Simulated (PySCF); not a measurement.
SMILES [CH3][Ge]([CH3])([CH3])/[CH]=C/[Si](Cl)(Cl)Cl (C5H11Cl3GeSi) at its GFN2-xTB optimised geometry (Å):

```
21

Si    -2.8265     0.5279     0.0000
Cl    -3.5276     2.4302     0.0000
Cl    -3.5251    -0.4093     1.6563
Cl    -3.5282    -0.4266    -1.6381
C     -0.9444     0.5279     0.0000
C     -0.1696     0.0115    -0.9505
Ge     1.8046     0.0268    -0.9288
C      2.4295     1.0534    -2.5113
C      2.4419     0.8721     0.7498
C      2.4340    -1.8538    -1.0528
H     -0.4617     0.9917     0.8527
H     -0.6402    -0.4551    -1.8071
H      2.0606     0.6077    -3.4303
H      2.0770     2.0794    -2.4656
H      3.5147     1.0670    -2.5519
H      2.0821     0.3294     1.6191
H      2.1015     1.9011     0.8208
H      3.5276     0.8744     0.7803
H      3.5193    -1.8917    -1.0756
H      2.0589    -2.3268    -1.9555
H      2.0907    -2.4302    -0.1992
```

Method: PBE0/def2-SVP in PySCF. Cells within 0.4 Å of a nucleus heavier than hydrogen are left out (blank, or x).

Map of the electron localisation function on the plane z = 0.6 Å:

```
|00000000000000000000000000000|
|00000000000000000000000000000|
|00000000000000000000000000000|
|00000000000000000000000000000|
|00000111000000000000000000000|
|00012344310000000000000000000|
|00145777640000000001000000000|
|00368898750000000389710000000|
|00478878850000000899940000000|
|00478878620013100899940110000|
|00257777510279700799956882000|
|00012455323599910377379997000|
|0000022004779991025xx89998000|
|00012540048678600366389997000|
|00134684246665200156546761000|
|00145677422565200012100000000|
|00145665300255200000000000000|
|00024554200033100000000000000|
|00002333100000000023100000000|
|00000110000000000499710000000|
|00000000000000001899930000000|
|00000000000000000799820000000|
|00000000000000000267400000000|
|00000000000000000000000000000|
|00000000000000000000000000000|
|00000000000000000000000000000|
|00000000000000000000000000000|
|00000000000000000000000000000|
|00000000000000000000000000000|
```
Scale: ten equal steps from 0.000 (start of '0') to 0.998 (end of '9'), in the order '0123456789'; x runs from -6.00 to 6.00, y from -6.00 (bottom) to 6.00 (top).
